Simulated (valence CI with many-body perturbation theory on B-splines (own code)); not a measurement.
# Cs⁴⁰⁺: what each term of the Hamiltonian does

Calculated by valence CI with perturbative core correlation (CI+MBPT): five valence electrons over a frozen Dirac-Fock core [Ne], a basis of 9 s, 9 p, 8 d, 6 f, 3 g, 1 h functions for each j, with the one-electron correlation potential Σ1 (screened to all orders), the two-electron term Σ2, the three-electron term Σ3, Breit, model QED; selected single and double excitations, second order for the rest (own B-spline code, finite nucleus).

The last digits are not significant, and no measured levels were compared; by estimate large intervals hold to a few tenths of a per cent, small ones and those within an open d or f shell to about a per cent. Among the levels kept, up to 610 cm⁻¹ of a level comes from second order outside the variational space, and about a tenth of that is noise between levels of different J, which matters for small intervals.

Each rung adds one term. CI alone is the Dirac-Coulomb CI over the frozen core; QED comes last and gives the full result, which names the levels. Energies are above (3s^2 3p1/2^2 3p3/2) J=3/2 on the same rung, in cm⁻¹.

Levels are named by their leading jj configuration (3d3/2^4 stands for four electrons in 3d with j = 3/2), which in mixed levels can hold well under half, so a name can repeat and another be missing. Letters in brackets count levels of one name in rising energy.

| Level | CI alone | + Σ1 | + Σ2 | + Σ3 | + Breit | Full |
| --- | --- | --- | --- | --- | --- | --- |
| (3s^2 3p1/2 3p3/2^2) J=3/2 | 636077 | 636753 | 637574 | 637765 | 628230 | 629415 |
| (3s^2 3p1/2 3p3/2^2) J=5/2 | 705836 | 706522 | 707076 | 707077 | 695699 | 696883 |
| (3s^2 3p1/2 3p3/2^2) J=1/2 | 787448 | 788139 | 788410 | 788162 | 778888 | 780039 |
| (3s^2 3p1/2^2 3d3/2) J=3/2 | 1263880 | 1262330 | 1260430 | 1259740 | 1256190 | 1254380 |
| (3s^2 3p3/2^3) J=3/2 | 1433620 | 1434980 | 1436130 | 1436050 | 1416580 | 1418840 |
| (3s^2 3p1/2^2 3d5/2) J=5/2 | 1435610 | 1434630 | 1433800 | 1433910 | 1427250 | 1422420 |
| (3s 3p1/2^2 3p3/2^2) J=5/2 | 1583310 | 1582330 | 1580270 | 1580000 | 1574620 | 1568450 |
| (3s 3p1/2^2 3p3/2^2) J=1/2 | 1695000 | 1694030 | 1693300 | 1693850 | 1692560 | 1683110 |
| (3s 3p1/2^2 3p3/2^2) J=3/2 | 1704000 | 1703030 | 1701460 | 1701960 | 1698600 | 1690520 |
| (3s^2 3p1/2 3p3/2 3d3/2) J=5/2 [a] | 1898200 | 1897320 | 1896020 | 1895590 | 1880630 | 1880180 |
| (3s^2 3p1/2 3p3/2 3d3/2) J=3/2 [a] | 1905180 | 1904300 | 1902910 | 1902510 | 1889080 | 1888050 |
| (3s^2 3p1/2 3p3/2 3d3/2) J=1/2 [a] | 1908580 | 1907710 | 1906560 | 1906140 | 1893440 | 1892820 |
| (3s^2 3p1/2 3p3/2 3d3/2) J=7/2 | 1965170 | 1964340 | 1962990 | 1962290 | 1945080 | 1944730 |
| (3s^2 3p1/2 3p3/2 3d5/2) J=3/2 [a] | 2055670 | 2055370 | 2055180 | 2055410 | 2039030 | 2036280 |
| (3s^2 3p1/2 3p3/2 3d5/2) J=7/2 [a] | 2063830 | 2063570 | 2062320 | 2061820 | 2042200 | 2042260 |
| (3s^2 3p1/2 3p3/2 3d5/2) J=5/2 [a] | 2101410 | 2101090 | 2099620 | 2099150 | 2080130 | 2078920 |
| (3s^2 3p1/2 3p3/2 3d3/2) J=5/2 [b] | 2132990 | 2132230 | 2127760 | 2126440 | 2111580 | 2110090 |
| (3s^2 3p1/2 3p3/2 3d5/2) J=9/2 | 2138040 | 2137800 | 2136660 | 2135810 | 2112750 | 2112760 |
| (3s^2 3p1/2 3p3/2 3d3/2) J=3/2 [b] | 2167910 | 2167020 | 2160420 | 2158830 | 2147030 | 2144640 |

Task: How does the ionisation energy move along the ladder, and which term matters most?

Result: CI alone 2948.3, + Σ1 2949.2, + Σ2 2949.3, + Σ3 2948.9, + Breit 2947.0, + QED 2946.9 eV. The largest step is Breit, -1.9 eV. NIST lists 2945 ± 4 eV (theoretical).
